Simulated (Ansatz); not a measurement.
This geometry of CH₇GaO (10 atoms, charge 0, multiplicity 1) is a first-order saddle point.

Method: RKS B3LYP-D4/def2-SVP in Ansatz.

```xyz
10
Properties=species:S:1:pos:R:3
Ga 0.044 -0.224 -0.160
H -0.192 -0.153 1.709
H 1.440 0.397 -0.476
C -1.720 0.020 -1.008
H -2.475 -0.645 -0.559
H -2.061 1.060 -0.880
H -1.669 -0.186 -2.089
O 0.297 -2.038 0.618
H -0.436 -2.658 0.491
H -0.017 -1.120 1.490
```

**Question.** Which two structures does it join? (They come from a converged band through this point; their orientation in space is the band's.)

**Answer.** Bonds broken: Ga1–H2, O8–H10. Bonds formed: H2–H10. CH7GaO becomes CH5GaO + H2.

Image 0:

```xyz
10
Properties=species:S:1:pos:R:3
Ga -0.041 0.165 0.167
H -0.209 0.517 1.708
H 1.343 0.463 -0.530
C -1.693 0.002 -0.943
H -2.515 -0.501 -0.404
H -2.059 1.007 -1.212
H -1.510 -0.537 -1.887
O 0.193 -2.013 0.508
H -0.637 -2.460 0.282
H 0.339 -2.192 1.449
```

Image 8:

```xyz
10
Properties=species:S:1:pos:R:3
Ga -0.245 -0.070 -0.670
H 1.234 -1.872 3.477
H 1.083 0.717 -0.916
C -1.960 0.049 -1.643
H -2.697 -0.681 -1.276
H -2.383 1.061 -1.528
H -1.799 -0.119 -2.720
O -0.101 -1.215 0.718
H -0.892 -1.736 0.910
H 0.971 -1.682 2.785
```

**Question.** How far does it lie above each of them?

**Answer.** 0.96 eV above the first and 0.92 eV above the second. This is the barrier of this one path; another mechanism may lie lower. The orbitals stay closed-shell, which can raise the energy where a bond breaks towards radicals; this wasn't checked here.

Run time: 5.5 min on 2 threads of Arm Neoverse V1, on a shared host, peak memory 0.2 GiB.
